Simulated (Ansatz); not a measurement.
A made-up structure of CH₃BSe, closed shell:

| atom | x (Å) | y (Å) | z (Å) |
| --- | --- | --- | --- |
| B1 | -0.5707 | -0.6142 | -0.3048 |
| C2 | 0.2596 | 0.5845 | 0.1418 |
| Se3 | 0.9982 | -1.2599 | 0.5091 |
| H4 | 1.5384 | -2.1693 | 1.5867 |
| H5 | 0.8575 | 1.1522 | -0.5651 |
| H6 | 0.0156 | 1.1356 | 1.0452 |

It is relaxed with PBE-D4/def2-SVP and then PBE0-D4/def2-TZVP (Ansatz 0.2.0). Atoms count as bonded within 1.22 times the sum of their covalent radii (H–H: 0.88 Å). The end point is not checked to be a true minimum.

Task: Does its bonding change? (A judgement: the text doesn't fix the answer.)

Result: By the calculation: Yes. Formed: none; broken: C2–Se3.

Where it ends: The first stage lowers the energy by 4.38 eV in 18 steps. It ends as CH₃BSe ([CH2][B][SeH]):
```tsv
atom	x (Å)	y (Å)	z (Å)
B1	0.7852	-0.2709	0.4977
C2	0.1356	0.8681	0.0592
Se3	1.7736	-1.7326	1.1063
H4	0.6866	-2.7229	1.0003
H5	0.1128	1.1571	-0.9867
H6	-0.3952	1.5301	0.7360
```

Labels in which every atom is bracketed show which atoms are joined, not bond orders.

For scale, one of the runs: PBE0-D4/def2-TZVP relaxation, 128 basis functions, launched by `ansatz run in.yaml --threads 2 --pin off --events-out ev --progress --plain --max-ram 4352MiB`. Hardware: 2 CPU threads of an Arm Neoverse V2, shared host. Wall time about 19 s.
